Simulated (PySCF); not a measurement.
## Assignment exercise: C3H10O2Si2

Numbering as in the mapped SMILES `[SiH3:1][O:2][CH2:3][SiH:4]1[CH2:5][O:6][CH2:7]1`. Hydrogens are named by the atom that carries them. Ha(C5), Ha(C7) are cis to C3 on the ring; Hb(C5), Hb(C7) are trans to C3 on the ring.

[PySCF 2.14: NMR shieldings at PBE0/pcSseg-1/GIAO; coordinates at the GFN2-xTB level; one averaged value for each set of equivalent atoms; relativity neglected; single conformer; no solvent]

δ = σ(ref) − σ, references computed at the same level: ¹³C (σ = 186.93 ppm) and ¹H (σ = 31.72 ppm) vs TMS.

(1) Assign these signals to the numbered atoms. ¹³C{¹H} NMR (computed): δ 70.1 (CH2), 58.8 (CH2).

(2) Assign these signals to the numbered atoms. ¹H NMR (400 MHz, computed): δ 5.49 (m, 1H), 4.84 (s, 3H), 4.70 (m, 2H), 4.65 (m, 2H), 4.00 (d, 2H).

Answers

(1) 
70.1 → C5/C7, sp3 CH2 bonded to O and Si: the inductive effect lowers its shielding
58.8 → C3, sp3 CH2 bonded to O and Si

(2) 
| δ (ppm) | atoms | environment | reason |
| --- | --- | --- | --- |
| 5.49 | H(Si4) | hydrogen on a silicon bonded to 3 C, in a 4-membered ring | – |
| 4.84 | H(Si1) | hydrogen on a silicon bonded to O | – |
| 4.70 | Ha(C5)/Ha(C7) | hydrogen on an sp3 CH2 bonded to O and Si | its carbon carries O, an electronegative neighbour |
| 4.65 | Hb(C5)/Hb(C7) | hydrogen on an sp3 CH2 bonded to O and Si | – |
| 4.00 | H(C3) | hydrogen on an sp3 CH2 bonded to O and Si | – |

Ha(C5)/Ha(C7) and Hb(C5)/Hb(C7) lie closer than the usual error of such a calculation, so a measured spectrum could show them in the other order.

Shifts are as computed. Against solution values, carbons near 30 ppm lie about +3 ppm off and those near 130 ppm about +5 ppm. Of 1309 compounds with measured shifts, 239 miss one by over three times the rms of a fit or turn the order of signals round; such compounds aren't used in these exercises. No couplings were computed; multiplicities are counted from neighbouring protons, with m where these are inequivalent, close in shift, in a saturated or five-membered ring or joined by F or P, and br s for small geminal =CH2 splittings.
